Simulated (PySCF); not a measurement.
MgCl, SMILES [Mg+][Cl], charge +1.

Geometry: PBE0-D3(BJ)/def2-TZVPD. The multiplicity is an assumed one; other spin states were not compared.

All values below come from C-PCM-B3LYP/def2-TZVPD in PySCF 2.14.0.

The values are the electrostatic part of the solvation free energy, E(continuum) − E(gas) at the gas-phase geometry, in a cavity of scaled van der Waals radii (PySCF's table); cavitation and dispersion terms are not included. A continuum can't describe solvent molecules that bind to the metal. In vacuum the orbital gap is 3.69 eV.

```json
[
 {"solvent": "water", "ε": "78.36", "ΔG(elec) (kcal/mol)": "-102.4", "gap (eV)": "6.05"},
 {"solvent": "dichloromethane", "ε": "8.93", "ΔG(elec) (kcal/mol)": "___", "gap (eV)": "___"},
 {"solvent": "chlorobenzene", "ε": "5.70", "ΔG(elec) (kcal/mol)": "-84.3", "gap (eV)": "5.57"}
]
```

Q: Complete the blanks. (Estimate from the structure and the level; the computed values follow.)

A: 
- dichloromethane, ΔG(elec) (kcal/mol): -91.3
- dichloromethane, gap (eV): 5.76
